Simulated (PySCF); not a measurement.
Saddle point of GaH$_{5}$Se, singlet (GaH₃ + H₂Se → GaH₃Se ([GaH2][SeH]) + H₂; bonds formed: H2–H5; dative contacts that become bonds: Ga1–Se6; bonds broken: Ga1–H2, H5–Se6), PBE0-D4/def2-TZVP structure:

Ga1  (-0.814, -0.242, -0.451)
H2  (0.647, -0.204, -1.319)
H3  (-1.336, -1.705, -0.413)
H4  (-1.524, 1.137, -0.525)
H5  (1.068, -0.181, -0.226)
Se6  (0.949, -0.136, 1.491)
H7  (1.009, 1.330, 1.444)
(Å)

Energies are electronic, without zero-point energy. Barriers and step energies count from the start structure reached by relaxing down the imaginary mode; all methods use the PBE0-D4 structures, on which another method's saddle can fall below an end. PySCF 2.14 with density fitting (its default auxiliary sets; JK sets also for MP2 and CCSD(T)); basis: def2-TZVPP, with def2-QZVPP for the basis limit; cores frozen in the correlated methods. Filled d shells of the heavier atoms are correlated. The def2 sets are not built for correlating such inner shells, so the correlated values are less sure here. B3LYP uses VWN-RPA correlation. Extrapolation: Hartree–Fock as exp(−7.88 √X), correlation as X^−2.97.

```csv
method,barrier (eV),step energy (eV)
SPW92,0.273,-0.373
PBE-D4,?,-0.563
r2SCAN-D4,0.482,-0.575
PBE0-D4,0.544,-0.555
B3LYP-D4,?,-0.597
BHLYP-D4,?,-0.589
wB97M-V,0.731,-0.568
HF,1.146,-0.659
MP2,0.676,-0.638
CCSD,0.817,-0.550
CCSD(T),0.735,-0.560
```

**Question.** Fill in the withheld barriers. (Judge from chemistry; the value comes from the calculation.)

**Answer.** Computed: BHLYP-D4 0.797; PBE-D4 0.418; B3LYP-D4 0.635 eV. Each is the energy of the saddle less that of the start structure, by the same method.

For comparison, the barrier by CCSD(T) at an estimated basis limit (MP2 extrapolated from triple and quadruple zeta, plus CCSD(T) − MP2 in triple zeta) is 0.664 eV.

No T1 diagnostic of these runs exceeds 0.013.

Exchanges of this kind with a chalcogen hydride build sulfide and selenide films.

Labels in which every atom is bracketed show which atoms are joined, not bond orders.

For scale, one of the runs: CCSD(T)/def2-TZVPP, 166 basis functions, launched by `OMP_NUM_THREADS=4 python run.py`. Time: 6.8 min of wall clock on 4 CPU threads of an Intel Xeon; the host was shared. Peak host memory: 1.7 GiB.
